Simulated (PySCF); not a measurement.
Compound: CH₄BF₄N.
Numbering: `[NH3+:1][B@H-:2]([F:3])[C:4]([F:5])([F:6])[F:7]` (hydrogens: H8, H9, H10 on N1; H11 on B2)

Computed by this run: PBE0-D3(BJ)/def2-SVP geometry optimisation, gas phase (PySCF 2.14.0); density fitting, grid level 1; the optimiser is geomeTRIC in internal coordinates, started from a GFN2-xTB structure with every atom displaced at random (about 0.01 Å).

Step 0: E = -14113.8045 eV
```
atom  x, y, z in Å  |  force x, y, z in eV/Å
N1      1.0591    0.1390   -0.8017   -1.095   1.634   0.785
B2      0.3488   -0.4106    0.5829   -0.354  -0.167  -0.563
F3      0.4257   -1.7717    0.4571    0.031  -0.704  -0.002
C4     -1.1683    0.1358    0.4276   -2.079   0.501   0.299
F5     -1.2174    1.4932    0.3233    0.517   0.017   0.080
F6     -2.0549   -0.1616    1.4240    1.146  -0.070  -0.595
F7     -1.7886   -0.2816   -0.7191    0.566  -0.243   0.149
H8      2.0191   -0.1406   -0.8605    0.773  -0.268  -0.120
H9      0.9852    1.1841   -0.8206    0.142  -1.049  -0.131
H10     0.5133   -0.2436   -1.5683   -0.022  -0.095  -0.355
H11     0.9105    0.0300    1.5356    0.374   0.445   0.454
```

Step 1: E = -14113.8638 eV
```
atom  x, y, z in Å  |  force x, y, z in eV/Å
N1      1.0726    0.1480   -0.7949    0.149  -0.046  -0.001
B2      0.2967   -0.3979    0.5193   -0.250  -0.064  -0.045
F3      0.3730   -1.7818    0.4231    0.054   0.084  -0.034
C4     -1.2279    0.1540    0.4024    0.989  -0.296   0.320
F5     -1.2602    1.5112    0.3319   -0.194  -0.081  -0.073
F6     -1.8794   -0.2177    1.5055   -0.633   0.179  -0.081
F7     -1.9094   -0.2995   -0.6727   -0.106   0.103   0.077
H8      2.0469   -0.1687   -0.7543   -0.176   0.082  -0.129
H9      1.0524    1.1679   -0.8443    0.002   0.019   0.002
H10     0.6288   -0.2304   -1.6368    0.072   0.006   0.014
H11     0.8389    0.0873    1.5011    0.093   0.015  -0.051
```

Step 2: E = -14113.9097 eV
```
atom  x, y, z in Å  |  force x, y, z in eV/Å
N1      1.0613    0.1494   -0.7901   -0.027   0.049  -0.008
B2      0.3102   -0.4137    0.5394   -0.049  -0.085   0.045
F3      0.3982   -1.7942    0.4276    0.005   0.078   0.006
C4     -1.2074    0.1432    0.4209   -0.292   0.020   0.220
F5     -1.2453    1.4964    0.3132    0.227   0.160   0.060
F6     -1.9631   -0.1783    1.4769    0.066   0.015   0.030
F7     -1.8740   -0.2957   -0.6684    0.070  -0.250  -0.289
H8      2.0361   -0.1540   -0.7885   -0.009   0.007  -0.023
H9      1.0309    1.1700   -0.8293   -0.018   0.008  -0.006
H10     0.6060   -0.2231   -1.6273   -0.011   0.006  -0.017
H11     0.8796    0.0723    1.5057    0.039  -0.007  -0.018
```

Question: Estimate the geometry and energy of step 3. (The exact step hangs on the optimiser's Hessian estimate; all steps are aligned on step 2, rigid shifts and turns removed.)

Answer: E = -14113.9251 eV, largest force 0.325 eV/Å
```
atom  x, y, z in Å  |  force x, y, z in eV/Å
N1      1.0387    0.1540   -0.7834    0.010   0.044  -0.041
B2      0.3124   -0.4250    0.5572    0.063  -0.073   0.032
F3      0.4050   -1.8026    0.4374    0.007   0.039   0.015
C4     -1.1963    0.1383    0.4236   -0.233  -0.042   0.223
F5     -1.1919    1.4933    0.3011    0.031   0.054  -0.012
F6     -1.9926   -0.1535    1.4590    0.121   0.041  -0.143
F7     -1.8225   -0.3150   -0.6901    0.004  -0.030  -0.074
H8      2.0151   -0.1385   -0.8089    0.047  -0.011   0.002
H9      0.9967    1.1747   -0.8143   -0.025  -0.008   0.004
H10     0.5713   -0.2146   -1.6158   -0.038   0.003  -0.004
H11     0.8967    0.0613    1.5145    0.014  -0.017  -0.003
```

The energy changes by -0.0154 eV. The first-order estimate −F·Δx gives -0.0248 eV and the mean of the old and new forces, exact on a quadratic surface, -0.0147 eV. The step makes an angle of 71° with the force vector and moves no atom by more than 0.059 Å.

The cost below is that of the whole optimisation. The run took 55 s on one thread of an Arm Neoverse V1, no GPU (shared host), and the process peaked at 0.51 GiB of memory.
